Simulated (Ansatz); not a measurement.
A structure relaxed at r2SCAN-D4/def2-SVP in Ansatz, charge 0, singlet:

Cartesian coordinates in Å:
```
Al 1.652 -0.995 -0.350
Al -2.241 0.979 1.533
Al 2.776 1.152 0.392
Al 0.112 -0.888 -2.483
Sb 0.555 0.283 1.998
Sb -2.206 -0.233 -1.124
Sb 0.166 1.711 -0.507
Sb -0.814 -2.009 0.540
```

(1) Give its formula.

(2) Summarise the bond lengths by kind (pairs closer than 1.2 times the sum of covalent radii, bridged metal pairs left out).

Answers

(1) Al4Sb4.

(2) 8 × Al–Sb 2.77 to 3.09 Å; 4 × Sb–Sb 2.80 to 3.13 Å; 1 × Al–Al 2.63 Å.

In the def2 sets Sb takes a core potential; there is no spin–orbit coupling. The restricted singlet is unstable towards broken spin symmetry in Hartree–Fock (as tested in another run); at r2SCAN-D4/def2-SVP this wasn't settled. Another isomer (singlet) lies 0.32 eV lower at PBE0-D4/def2-TZVP; other spin states weren't run for this one.
